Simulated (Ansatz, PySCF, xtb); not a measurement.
Donor–acceptor adduct: BH3 (SMILES B) (first 4 atoms) with PH3 (SMILES P); geometry from B3LYP-D3(BJ)/def2-TZVP, rigid monomers moved along the line of their centres of mass till B1···P5 is 3.47 Å.
(charge 0, multiplicity 1):
```xyz
8

B     -0.0303    -0.0774     0.6721
H      1.0967    -0.4211     0.4177
H     -0.8416    -0.9688     0.6552
H     -0.3837     0.9320     0.1159
P      0.1222     0.8358     4.0199
H     -1.0579     1.2936     4.6330
H      0.5131    -0.1414     4.9527
H      0.9982     1.8752     4.3806
```

Counterpoise-corrected where a basis set is named; no monomer relaxation. Rows marked so take none.

Frozen-core correlation. Rows in 6-31G*, STO-3G carry no dispersion term and start afresh at each structure (6-31G* with six Cartesian d functions). MP2/6-31G* freezes PySCF's default core.

Codes used: Ansatz (a program for electronic structure); PySCF for 6-31G* rows, STO-3G rows, the dispersion terms; xtb for the GFN methods. Values without a source in brackets are computed.

| level | interaction energy (kcal/mol) |
|---|---|
| GFN2-xTB | -1.38 |
| HF/STO-3G (no counterpoise) | -4.04 |
| HF/aug-cc-pV(T+d)Z | -3.83 |
| r2SCAN/def2-TZVPPD | -5.82 |
| r2SCAN-D4/def2-TZVPPD | -6.06 |
| B3LYP/6-31G* | -5.07 |
| wB97M-V/def2-TZVPPD | -5.34 |
| MP2/6-31G* (no counterpoise) | -5.37 |
| CCSD/aug-cc-pV(D+d)Z | ? |

What belongs in the gaps?


- CCSD/aug-cc-pV(D+d)Z, interaction energy (kcal/mol): -4.55
